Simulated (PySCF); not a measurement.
**The 4-electron isoelectronic series, spin-free X2C**

Calculated with PySCF 2.14 from differences of total energies of unrestricted determinants, without spin-orbit coupling. Each ion has its own even-tempered basis scaled to its charge (19s8p5d5f4g for the first); frozen: nothing. Ionisation energies in eV, correlation energies of the ion in mhartree.

```json
{"ion": "Kr³²⁺", "configuration": "[He] 2s2 (1S)", "UHF": "3965.8", "LDA": "3963.8", "PBE": "3970.0", "PBE0": "3969.3", "r2SCAN": "3965.1", "MP2 (all electrons)": "3971.3", "E_corr MP2": "-259.5", "NIST (with spin-orbit, Breit and QED)": "3971 ± 4 (s)"}
{"ion": "Rb³³⁺", "configuration": "[He] 2s2 (1S)", "UHF": "4209.4", "LDA": "4207.2", "PBE": "4213.7", "PBE0": "4212.9", "r2SCAN": "4208.6", "MP2 (all electrons)": "4214.9", "E_corr MP2": "-262.1", "NIST (with spin-orbit, Breit and QED)": "4214 ± 4 (s)"}
{"ion": "Sr³⁴⁺", "configuration": "[He] 2s2 (1S)", "UHF": "4460.7", "LDA": "4458.3", "PBE": "4465.1", "PBE0": "4464.3", "r2SCAN": "4459.8", "MP2 (all electrons)": "4466.3", "E_corr MP2": "-264.5", "NIST (with spin-orbit, Breit and QED)": "4465 ± 4 (s)"}
{"ion": "Zr³⁶⁺", "configuration": "[He] 2s2 (1S)", "UHF": "4986.7", "LDA": "4984.1", "PBE": "4991.3", "PBE0": "4990.5", "r2SCAN": "4985.8", "MP2 (all electrons)": "4992.4", "E_corr MP2": "-268.6", "NIST (with spin-orbit, Breit and QED)": "4991 ± 5 (s)"}
{"ion": "Nb³⁷⁺", "configuration": "[He] 2s2 (1S)", "UHF": "5261.6", "LDA": "5258.8", "PBE": "5266.3", "PBE0": "5265.5", "r2SCAN": "5260.6", "MP2 (all electrons)": "5267.4", "E_corr MP2": "-270.4", "NIST (with spin-orbit, Breit and QED)": "5265 ± 5 (s)"}
{"ion": "Mo³⁸⁺", "configuration": "[He] 2s2 (1S)", "UHF": "5544.5", "LDA": "5541.5", "PBE": "5549.3", "PBE0": "5548.4", "r2SCAN": "5543.4", "MP2 (all electrons)": "5550.3", "E_corr MP2": "-271.9", "NIST (with spin-orbit, Breit and QED)": "5548 ± 5 (s)"}
{"ion": "Tc³⁹⁺", "configuration": "[He] 2s2 (1S)", "UHF": "5835.4", "LDA": "5832.3", "PBE": "5840.3", "PBE0": "5839.5", "r2SCAN": "5834.3", "MP2 (all electrons)": "5841.2", "E_corr MP2": "-273.2", "NIST (with spin-orbit, Breit and QED)": "5838 ± 6 (s)"}
{"ion": "Ru⁴⁰⁺", "configuration": "[He] 2s2 (1S)", "UHF": "6134.5", "LDA": "6131.2", "PBE": "6139.5", "PBE0": "6138.6", "r2SCAN": "6133.3", "MP2 (all electrons)": "6140.3", "E_corr MP2": "-274.3", "NIST (with spin-orbit, Breit and QED)": "6137 ± 6 (s)"}
{"ion": "Rh⁴¹⁺", "configuration": "[He] 2s2 (1S)", "UHF": "6441.8", "LDA": "6438.3", "PBE": "6446.9", "PBE0": "6445.9", "r2SCAN": "6440.5", "MP2 (all electrons)": "6447.6", "E_corr MP2": "-275.3", "NIST (with spin-orbit, Breit and QED)": "6444 ± 6 (s)"}
{"ion": "Pd⁴²⁺", "configuration": "[He] 2s2 (1S)", "UHF": "6757.3", "LDA": "6753.6", "PBE": "6762.5", "PBE0": "6761.6", "r2SCAN": "6756.0", "MP2 (all electrons)": "6763.2", "E_corr MP2": "-276.0", "NIST (with spin-orbit, Breit and QED)": "6759 ± 6 (s)"}
```

Each ion has its own basis, which adds noise of up to about 0.1 % along the series.

NIST values marked (s) are semi-empirical, (t) theoretical. Open shells are high-spin determinants of the terms that Hund's rules give.

MP2 underrates the 2s², 2p² near-degeneracy of four-electron ions.

At high Z the X2C-1e correlation energies are inflated by the missing two-electron picture change in the 1s pairs.
